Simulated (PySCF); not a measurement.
Correlation energy of Zn (zinc, neutral)

[Ar] 3d10 4s2, closed-shell 1S. All numbers are calculated (PySCF 2.14, scalar relativity by spin-free X2C-1e, in x2c-TZVPPall). Frozen: [Ne]; 20 electrons correlated.

| level | correlation energy (mhartree) |
| --- | --- |
| CCSD | -758.19 |
| (T) | -18.16 |
| CCSD(T) | -776.35 |

Diagnostics: T1 = 0.016, D1 = 0.0503, largest double amplitude 0.107.

Cost of the coupled-cluster step: roughly 9 core-seconds, for 20 correlated electrons.

This basis was not built for core-valence correlation, so the inner-shell part is incomplete.
